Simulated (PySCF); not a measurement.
B(OH) (BHO), SMILES [B]O (connectivity only; charge and spin as stated), neutral, multiplicity 1.

Geometry: PBE0-D3(BJ)/def2-TZVPD. A frequency run showed that this geometry is not a minimum.

Method: TDA-LC-ωPBE/def2-TZVPD run with PySCF 2.14.0.

Vertical excitations; the highest root listed may be one member of a degenerate set. Gas-phase values at a fixed geometry. State labels are in the subgroup C2v.

### Question
Estimate the UV-visible absorptions. (An estimate is asked for; the answer gives what the named calculation found.)

### Answer

| state | symmetry | energy (eV) | λ (nm) | f | main pairs |
|---|---|---|---|---|---|
| S1 | B1 | 6.43 | 193 | 0.342 | HOMO→LUMO+1, HOMO→LUMO+4 (degenerate set) |
| S2 | B2 | 6.43 | 193 | 0.342 | HOMO→LUMO+2, HOMO→LUMO+5 (degenerate set) |
| S3 | A1 | 6.83 | 181 | 0.089 | HOMO→LUMO 93 % |
| S4 | A1 | 7.74 | 160 | 0.092 | HOMO→LUMO+3 96 % |
| S5 | B1 | 8.38 | 148 | 0.010 | HOMO→LUMO+4, HOMO→LUMO+1 (degenerate set) |
| S6 | B2 | 8.38 | 148 | 0.010 | HOMO→LUMO+5, HOMO→LUMO+2 (degenerate set) |
| S7 | A1 | 8.96 | 138 | 0.130 | HOMO→LUMO+6 77 %, HOMO→LUMO+7 17 % |
| S8 | A1 | 9.73 | 127 | 0.000 | HOMO→LUMO+8 (degenerate set) |
| S9 | A2 | 9.73 | 127 | 0.000 | HOMO→LUMO+9 (degenerate set) |
| S10 | A2 | 10.36 | 120 | 0.000 | HOMO−1→LUMO+1 34 %, HOMO−2→LUMO+2 34 %, HOMO−2→LUMO+5 13 %, HOMO−1→LUMO+4 13 % |
| T1 | B2 | 3.31 | 375 | 0 | HOMO→LUMO+2, HOMO→LUMO+5 (degenerate set) |
| T2 | B1 | 3.31 | 375 | 0 | HOMO→LUMO+1, HOMO→LUMO+4 (degenerate set) |
| T3 | A1 | 6.32 | 196 | 0 | HOMO→LUMO 83 % |
| T4 | A1 | 7.20 | 172 | 0 | HOMO→LUMO+3 87 % |
Triplets are in the Tamm–Dancoff approximation.
